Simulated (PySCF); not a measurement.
C9H6N4, SMILES C1C2=NC=NC3=CC=CC(=NC=1)N32. Heavy atoms are numbered as in [CH:1]1=[CH:2][C:3]2=[N:4][CH:5]=[CH:6][C:7]3=[N:8][CH:9]=[N:10][C:11](=[CH:12]1)[N:13]23. Hydrogens are named by the atom that carries them.

Coordinates come from a B3LYP-D3(BJ)/def2-SVP optimisation.

All values below come from PBE/def2-SVP in PySCF.

ESP charges are fitted to the potential on shells at 1.4 to 2.0 van der Waals radii. Atomic charges (e), one atom of each kind:

| atom | ESP fit | Mulliken |
|---|---|---|
| C1 (CH) | 0.23 | 0.10 |
| C2 (CH) | -0.68 | -0.02 |
| C3 | 1.01 | 0.09 |
| N4 | -0.77 | -0.10 |
| C5 (CH) | 0.53 | 0.08 |
| C6 (CH) | -0.90 | -0.04 |
| C7 | 1.15 | 0.09 |
| N8 | -0.84 | -0.12 |
| C9 (CH) | 0.64 | 0.09 |
| N10 | -0.82 | -0.12 |
| C11 | 1.01 | 0.10 |
| C12 (CH) | -0.68 | -0.04 |
| N13 | -0.84 | -0.17 |
| H on C1 | 0.11 | 0.01 |
| H on C2 | 0.23 | 0.00 |
| H on C5 | 0.06 | 0.02 |
| H on C6 | 0.27 | 0.00 |
| H on C9 | 0.04 | 0.02 |
| H on C12 | 0.24 | 0.00 |

Computed Mayer and Wiberg (Löwdin basis) orders of the bonds:
| bond | Mayer | Wiberg |
|---|---|---|
| C1–C2 | 1.40 | 1.51 |
| C2–C3 | 1.28 | 1.33 |
| C3–N4 | 1.49 | 1.51 |
| N4–C5 | 1.49 | 1.58 |
| C5–C6 | 1.37 | 1.48 |
| C6–C7 | 1.31 | 1.34 |
| C7–N8 | 1.51 | 1.52 |
| N8–C9 | 1.43 | 1.56 |
| C9–N10 | 1.55 | 1.68 |
| N10–C11 | 1.40 | 1.43 |
| C1–C12 | 1.31 | 1.41 |
| C11–C12 | 1.38 | 1.41 |
| C3–N13 | 1.08 | 1.19 |
| C7–N13 | 1.08 | 1.18 |
| C11–N13 | 1.07 | 1.18 |
